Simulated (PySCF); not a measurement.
NMR data simulated for an unnamed compound:

1H NMR (500 MHz, computed): δ 6.18 (m, 1H), 6.10 (m, 1H), 5.95 (m, 1H), 2.23 (s, 3H).

13C{1H} NMR (computed): δ 139.0 (CH2), 124.5 (CH), 89.8 (C), 88.1 (C), 77.6 (C), 72.2 (C), 6.0 (CH3).

[PySCF 2.14: shielding tensors at PBE0/pcSseg-1 (GIAO); GFN2-xTB geometry; no relativistic terms; gas phase; averaged over atoms made equivalent by symmetry, fast rotation or ring inversion; one conformer]

Shifts are taken against calculated references (same method and geometry level): TMS for 1H (31.72 ppm) and 13C (186.93 ppm).

Which of these does the molecule contain: an amide, a C≡C triple bond, a benzene ring, a carboxylic acid, a vinyl group CH=CH2, a non-aromatic C=C double bond?

Results:


- An amide: no.
- A C≡C triple bond: yes (δC 77.6, 88.1).
- A benzene ring: no.
- A carboxylic acid: no.
- A vinyl group CH=CH2: yes (δC 139.0, 124.5; δH 5.95 (m), 6.18 (m), 6.10 (m)).
- A non-aromatic C=C double bond: yes.

The data belong to SMILES C=CC#CC#CC, C7H6; they needn't prove each group on their own.

Carbon signals by region: 2 in the sp2 and nitrile region (100–160 ppm), 4 at 50–100 ppm, 1 below 50 ppm.

Shifts are as computed. Against solution values, carbons near 30 ppm lie about +3 ppm off and those near 130 ppm about +5 ppm (rms about the fit 2.1 ppm; single classes can miss by 10 ppm). Of 1328 compounds with measured shifts, 309 miss one by over three times the rms of a fit or turn the order of signals round; such compounds aren't used in these exercises. Signals without a measured value on file couldn't be tested in this way; 1H shifts scatter by 0.2 ppm about their fit, and single ones miss by 0.5 ppm. No couplings were computed; multiplicities are counted from neighbouring protons, with m where these are inequivalent, close in shift, in a saturated or five-membered ring or joined by F or P, and br s for small geminal =CH2 splittings.
